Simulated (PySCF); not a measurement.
**Core-level binding energies of Ga(PH3)H3**

Compound: Ga(PH3)H3.
Cartesian coordinates in Å at the PBE0-D3(BJ)/def2-SVP level; atoms count from 1:
```
atom  x, y, z in Å
Ga1   -0.005    0.010   -1.457
P2     0.001   -0.001    1.079
H3     0.699    1.017    1.778
H4     0.549   -1.126    1.748
H5    -1.232    0.075    1.777
H6     1.563   -0.017   -1.639
H7    -0.767    1.378   -1.647
H8    -0.809   -1.336   -1.640
```

Computed with delta-SCF UKS SCAN, pcX-2 on the ionised atom, pcseg-1 elsewhere, spin-free X2C (PySCF). Each binding energy is the total energy of the core-ionised species, with the hole localised on one atom, minus that of the ground state; both are solved self-consistently, so orbital relaxation is included.

Task: List the computed XPS lines with their assignment.

Result: 
| atom(s) | bonded to | level | binding energy (eV) | 2p1/2 (eV) | count |
| --- | --- | --- | --- | --- | --- |
| P2 | 3 H and Ga | P 2p3/2 | 138.05 | 138.94 | 1 |
| P2 | 3 H and Ga | P 1s | 2151.65 | – | 1 |

Task: Give the binding energy of P 1s of P2 in hartree and in kJ/mol.

Result: 2151.65 eV = 79.0717 Eh = 207603 kJ/mol.

Task: What is the longest wavelength that can ionise P 1s of P2 vertically?

Result: λ = hc/E = 12398.42 eV Å / 2151.65 eV = 5.762 Å.

The 2p values aren't plain energy differences: one relaxed spin-free 2p hole is combined with a matrix within the shell (ground-state 2p orbital-energy differences and spin–orbit coupling). 2p3/2, the mean of its two sublevels, lies a third of the splitting below the shell's mean and 2p1/2 two thirds above it; the statistical areas are 2:1. 2p1/2 minus 2p3/2 (ligand field included): P 0.89 eV. No level of gallium is listed. Geometry: PBE0-D3(BJ)/def2-SVP; no solvent, vibrations or thermal averaging.
